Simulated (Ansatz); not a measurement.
Calculated with Ansatz (gas phase, PBE0-D4/def2-TZVP geometries, no zero-point term in ΔE). CCSD(T)/CBS is the MP2 limit (def2-TZVPP, def2-QZVPP) plus CCSD(T) − MP2 in def2-TZVPP, frozen cores. This one scheme is used for every species. Functionals use def2-TZVPP. Each species was taken in one conformer, which may not be the lowest.

Reaction (hydrogenolysis of the Si–N bond): `N[Si](N)(N)Cl` + H₂ → `N[SiH](N)Cl` + NH₃

```
        level  ΔE (kJ/mol)
   r2SCAN0-D4         46.2
    CAM-B3LYP         38.6
CCSD/def2-SVP         28.0
HF/def2-TZVPP         29.2
```

What does CCSD(T)/CBS give? (Estimate.)

The calculation gave: +43.1 kJ/mol. The listed levels differ from it by 3.1, -4.5, -15.1, -13.9 kJ/mol.

Largest T1 diagnostic among the species: 0.009.

The D4 term adds +11.3 kJ/mol with B3LYP and +6.1 kJ/mol with PBE0; it sums over pairs of atoms, weighted by their polarisabilities, and B3LYP, whose exchange is more repulsive, gets the larger term. From BLYP to BHLYP (50 % exact exchange), in def2-TZVPP and without D4, ΔE moves by +4.3 kJ/mol.

B3LYP here is the variant with VWN-RPA as its local correlation; programs differ in this.
